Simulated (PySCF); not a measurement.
GeH₄O₂S₂. Atoms are numbered in the order given.

```xyz
9

O      0.3059    -1.4338    -1.2276
Ge     0.0000     0.0000    -0.2344
O     -0.3059     1.4338    -1.2276
S     -1.8654    -0.1610     0.9304
S      1.8654     0.1610     0.9304
H     -0.5050    -1.7805    -1.6190
H      0.5050     1.7805    -1.6190
H     -2.3677     0.9273     0.3047
H      2.3677    -0.9273     0.3047
```

Coordinates come from a PBE0-D3(BJ)/def2-SVP optimisation. This is a generated structure with no PubChem entry under its InChIKey; it may be hypothetical. The values are those of a single conformer.

Vertical ionisation energy (IE) and electron affinity (EA) in eV. Rows of orbital energies are one-electron estimates. Where ΔSCF, EOM or ADC give a negative EA the extra electron is unbound and the value depends on the basis.

| level | IE | EA |
|---|---|---|
| −ε(HOMO), −ε(LUMO), CAM-B3LYP/def2-TZVP (PySCF) | 8.99 | -0.39 |
| −ε(HOMO), −ε(LUMO), PBE/def2-TZVP (PySCF) | 6.38 | 1.58 |
